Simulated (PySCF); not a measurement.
# UHF on Hf (hafnium, neutral)

Configuration: [Xe] 4f14 5d2 6s2, high-spin 3F determinant. Computed with PySCF 2.14 in def2-TZVP with the def2 core potential (60 electrons) (6s4p3d1f, 40 functions), with a scalar-relativistic core potential.

```json
{
 "Total energy": "-47.367872 hartree",
 "One-electron energy": "-78.8154 hartree",
 "Hartree (Coulomb) energy": "36.7707 hartree",
 "Exchange energy": "-5.3231 hartree",
 "⟨S²⟩": "2.0143",
 "⟨L²⟩": "12.030",
 "Sum of ⟨r⟩": "22.89 bohr",
 "Sum of ⟨r²⟩": "61.36 bohr²",
 "Time after the integrals": "0.22 s of wall time on 1 thread of Intel(R) Xeon(R) Platinum 8375C CPU @ 2.90GHz (shared host)"
}
```

| shell | electrons | mean orbital energy (hartree) | rms radius, mean of both spins (bohr) |
| --- | --- | --- | --- |
| 5s α | 1 | -2.88690 | 1.24 |
| 5s β | 1 | -2.82900 | 1.24 |
| 5p α | 3 | -1.57892 | 1.47 |
| 5p β | 3 | -1.48644 | 1.47 |
| 5d α | 2 | -0.26844 | 2.57 |
| 6s α | 1 | -0.25810 | 4.01 |
| 6s β | 1 | -0.21335 | 4.01 |

Energies and moments cover only the electrons outside the core potential. Spin-orbit coupling, absent here, splits the open shell strongly.
